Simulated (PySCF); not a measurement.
Compound: C₄H₁₂Si.
Cartesian coordinates in Å at the PBE0-D3(BJ)/def2-SVP level; atoms count from 1:
```
atom  x, y, z in Å
C1    -0.7149   -0.8871   -1.5009
Si2   -0.0021    0.0002    0.0010
C3     0.2832    1.8148   -0.4203
C4    -1.2092   -0.1287    1.4418
C5     1.6367   -0.7963    0.4815
H6    -1.6739   -0.4429   -1.8115
H7    -0.8903   -1.9533   -1.2853
H8    -0.0240   -0.8280   -2.3573
H9     0.6992    2.3641    0.4393
H10   -0.6583    2.3073   -0.7118
H11    0.9897    1.9192   -1.2594
H12   -2.1794    0.3297    1.1913
H13   -1.3953   -1.1803    1.7132
H14   -0.8176    0.3836    2.3352
H15    1.5048   -1.8605    0.7344
H16    2.3660   -0.7350   -0.3422
H17    2.0785   -0.2958    1.3581
```

Computed with PBE0-D3(BJ)/def2-SVP geometry optimisation, gas phase in PySCF 2.14.0.

Masses are those of the commonest isotopes; rigid-rotor values at the optimised geometry. 

(1) Give the principal moments of inertia and the rotational constants in GHz.

(2) What kind of rotor is it?

## Answers

(1) Ia = 164.02, Ib = 164.17, Ic = 164.19 u·Å²; 505379 MHz·u·Å²/I gives 3081, 3078 and 3078 MHz, that is A = 3.0812, B = 3.0784, C = 3.0780 GHz.

(2) A spherical top, as the point group Td requires three equal moments; the computed ones differ by 0.10 % because the geometry is symmetric only within the optimiser's tolerance.

The point group Td allows no dipole (computed: 0.00 D), so a rigid rotor has no electric-dipole lines.

Question: Estimate the classical rotational partition function at 50 K, 200 K and 500 K.

Answer: Point group Td, symmetry number σ = 12; q = (√π/σ)·√((kT/h)³/(ABC)), k/h = 20836.6 MHz/K: 919 at 50 K, 7350 at 200 K, 29100 at 500 K.

No PBE0-D3(BJ)/def2-SVP frequencies stand behind this structure, so it isn't proved a minimum. Constants of a rigid frame at the computed geometry: no zero-point averaging, no centrifugal distortion.

On one thread, AMD EPYC 7R43 (x86_64), on a shared host, this took 75 s wall and 0.64 GiB of memory at its peak. This is the geometry optimisation.
